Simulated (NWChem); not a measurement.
System: GeH4TeS; SMILES [Te]([GeH3])S

```xyz
7

Te    -0.6616     0.6693     0.0053
S      1.5663     1.6398     0.0500
H      1.7349     1.7029    -1.2908
Ge     0.2045    -1.7527     0.0063
H      1.0539    -1.9920     1.2639
H     -1.0326    -2.6716     0.0077
H      1.0443    -1.9952    -1.2590
```
Atoms are numbered in this order, from 1.

All runs: NWChem. Geometry: optimised at PBE0/def2-SVP. def2 effective core potentials on Te; no spin-orbit coupling. Hybrids' shares of exact exchange are those that their runs print; pure functionals count as 0. The functionals differ in more than this share.

| row | share of exact exchange | orbital gap (eV) |
|---|---|---|
| PBE/def2-SVP | 0.00 | 2.77 |
| BLYP/def2-SVP | 0.00 | 2.74 |
| TPSSh/def2-SVP | 0.10 | 3.69 |
| B3LYP/def2-SVP | 0.20 | 4.24 |
| PBE0/def2-SVP | 0.25 | 4.65 |
| Hartree-Fock/def2-SVP | 1.00 | withheld |

### Question
Fit a straight line of the last column on the one before it, predict the withheld value, and compare with the run.

### Answer

1. Means of the 5 shown rows: x = 0.110, y = 3.618. Slope Σ(x − x̄)(y − ȳ)/Σ(x − x̄)² = 0.3896/0.05200 = 7.492; intercept 2.794.
2. The shown rows scatter about the line by 0.075 (root mean square); the largest residual is +0.15, at TPSSh/def2-SVP.
3. At x = 1.00 (Hartree-Fock/def2-SVP; beyond the shown range) the line gives 10.29.
4. The run gives 10.37, +0.08 from the line, 1.1 times the scatter.
